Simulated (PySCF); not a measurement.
Species: C3H16Si4.
Atom-mapped SMILES: `[CH3:1][Si@@H:2]([CH2:3][SiH3:4])[CH:5]([SiH3:6])[SiH3:7]` (hydrogens: H8, H9, H10 on C1; H11 on Si2; H12, H13 on C3; H14, H15, H16 on Si4; H17 on C5; H18, H19, H20 on Si6; H21, H22, H23 on Si7)

Cartesian coordinates in Å at the PBE0-D3(BJ)/def2-SVP level; atoms count from 1:
```xyz
23
C3H16Si4 angstrom
C      0.9658   -1.9123    0.7965
Si     0.4798   -0.0987    0.7233
C      1.0827    0.6921   -0.8770
Si     2.9221    0.5216   -1.2236
C     -1.3972    0.1047    0.8756
Si    -2.3633   -1.0724   -0.2311
Si    -1.9335    1.8891    0.6012
H      2.0606   -2.0225    0.8447
H      0.6135   -2.4580   -0.0935
H      0.5368   -2.3997    1.6857
H      1.1103    0.6275    1.8731
H      0.8415    1.7698   -0.8548
H      0.5253    0.2610   -1.7273
H      3.3131    1.2767   -2.4540
H      3.2884   -0.9152   -1.4238
H      3.7219    1.0479   -0.0738
H     -1.6568   -0.1508    1.9208
H     -2.2613   -2.4802    0.2626
H     -3.8113   -0.6967   -0.2837
H     -1.8250   -1.0250   -1.6269
H     -3.2906    2.1284    1.1810
H     -0.9690    2.8451    1.2321
H     -1.9901    2.1894   -0.8638
```

Computed, not measured: PySCF, TDDFT wB97X-D/def2-SVPD, vertical, gas phase, core orbitals frozen in the response.

Transition dipole moments from the ground state, in atomic units and in the frame of the coordinates above (overall signs are arbitrary), for the states with f of 0.002 or more among the lowest 7:

```json
{"state": "S1", "E (eV)": "7.886", "μx": "-0.434", "μy": "0.128", "μz": "0.067"}
{"state": "S2", "E (eV)": "8.054", "μx": "0.153", "μy": "0.429", "μz": "-0.039"}
{"state": "S3", "E (eV)": "8.119", "μx": "0.069", "μy": "0.087", "μz": "-0.039"}
{"state": "S4", "E (eV)": "8.208", "μx": "-0.134", "μy": "0.085", "μz": "0.127"}
{"state": "S5", "E (eV)": "8.314", "μx": "0.134", "μy": "-0.066", "μz": "0.174"}
{"state": "S6", "E (eV)": "8.355", "μx": "-0.354", "μy": "-0.165", "μz": "-0.060"}
{"state": "S7", "E (eV)": "8.431", "μx": "0.555", "μy": "0.074", "μz": "0.174"}
```

**Question.** Work out the oscillator strengths.

**Answer.** f = (2/3) ΔE |μ|² with ΔE in hartree (27.2114 eV).

| state | \|μ\|² (au) | \|μ\| (D) | f |
| --- | --- | --- | --- |
| S1 | 0.210 | 1.16 | 0.040 |
| S2 | 0.209 | 1.16 | 0.041 |
| S3 | 0.014 | 0.30 | 0.003 |
| S4 | 0.041 | 0.52 | 0.008 |
| S5 | 0.053 | 0.58 | 0.011 |
| S6 | 0.157 | 1.01 | 0.032 |
| S7 | 0.344 | 1.49 | 0.071 |

**Question.** What angle do the transition dipoles of S5 and S7 make?

**Answer.** |cos θ| = |μa·μb| / (|μa| |μb|) = 0.74, so θ ≈ 42° (taken between 0 and 90°, since the signs are arbitrary).

All these states lie below the vertical ionisation energy of 10.12 eV (ΔSCF).

Time: 8.2 min of wall time (grids of density and orbitals included); peak memory 1.4 GiB. Hardware: one thread of an Intel Xeon 6975P-C, no GPU, shared host with 192 logical CPUs at a one-minute load of 102.

One conformer stands for the species.

Without π bonds the low states may be Rydberg-like; a valence basis with one diffuse set may place them up to an eV too high.
